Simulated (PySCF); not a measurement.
# Exercise with solution: chemical shift, span and skew from a shielding tensor

C2H6N2OSi, SMILES C(=N[Si@@H](C)N)=O. Atoms are numbered in the order given.

```xyz
12

C     -1.8610    -1.2204     0.1427
Si    -0.7992     0.1480    -0.5557
N     -1.4278     1.6765    -0.0659
N      0.8318    -0.1492    -0.0062
C      1.9583    -0.3012     0.3710
O      3.0621    -0.4537     0.7434
H     -1.8781    -1.1740     1.2441
H     -1.4643    -2.2071    -0.1432
H     -2.8965    -1.1378    -0.2228
H     -0.7347     0.1485    -2.0394
H     -1.0768     2.5296    -0.4912
H     -1.6701     1.8377     0.9076
```

Geometry: B3LYP-D3(BJ)/def2-SVP. The structure was generated by enumeration; whether it is a known compound was not checked. Other conformers were not sampled.

GIAO shieldings from PBE/pcSseg-1 (PySCF), non-relativistic, no solvent. The symmetric part of the tensor of N3 has the principal values 213.0, 221.6, 253.5 ppm. The same nucleus in NH3 has σ = 267.0 ppm at this level (PySCF, at its B3LYP-D3(BJ)/def2-TZVP geometry).

**Question.** Work out the isotropic shielding, the ¹⁵N shift against NH3, the span and the skew.

**Answer.** 
σ(iso) = (σ11 + σ22 + σ33)/3 = 229.4 ppm. δ = σ(ref) − σ(iso) = 267.0 − (229.4) = 37.6 ppm.
Span Ω = σ33 − σ11 = 40.5 ppm. Skew κ = 3(σ(iso) − σ22)/Ω = 0.58. Tumbling in solution averages the tensor to δ; in a static solid the shielding alone would spread this spin-1/2 line over Ω.
